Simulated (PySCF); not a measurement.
C₅H₁₂FPSi.
Numbering: `[CH3:1][CH:2]([CH3:3])/[C:4]([F:5])=[P:6]\[CH2:7][SiH3:8]` (hydrogens: H9, H10, H11 on C1; H12 on C2; H13, H14, H15 on C3; H16, H17 on C7; H18, H19, H20 on Si8)

Torsions of this conformer, `[CH3:1][CH:2]([CH3:3])/[C:4]([F:5])=[P:6]\[CH2:7][SiH3:8]`: C1–C2–C4–F5 64°, C4–P6–C7–Si8 -84°.

The closed-shell ground state was solved at several levels (PySCF, density fitting, gas phase, non-relativistic). Geometry: PBE0-D3(BJ)/def2-SVP, one conformer, isolated molecule.

```json
{"level": "HF/pcSseg-1", "basis functions": "210", "HOMO (eV)": "-8.90", "LUMO (eV)": "2.18", "gap (eV)": "11.08", "dipole (D)": "2.81"}
{"level": "CAM-B3LYP/def2-SVPD", "basis functions": "267", "HOMO (eV)": "-7.94", "LUMO (eV)": "-0.28", "gap (eV)": "7.66", "dipole (D)": "2.47"}
```

Problem. Estimate the row for PBE0/pcSseg-1, a basis of 210 functions; the other rows only guide the guess.

Solution. HOMO -6.72 eV, LUMO -1.32 eV, gap 5.40 eV, dipole 2.53 D.

Problem. Over all these levels, which gives the widest orbital gap and which the narrowest?

Solution. HF/pcSseg-1 (Hartree–Fock, all exact exchange) has the widest, 11.08 eV, and PBE0/pcSseg-1 (global hybrid, 25 % exact exchange) the narrowest, 5.40 eV. The two share the basis. From the narrowest to the widest the HOMO moves by -2.18 eV and the LUMO by +3.50 eV. The HOMO need not be the same orbital at Hartree–Fock and at DFT levels.

Problem. How far do the dipole and the HOMO energy spread over the levels?

Solution. The dipole runs from 2.47 to 2.81 D (mean 2.60 D) and the HOMO from -8.90 to -6.72 eV.
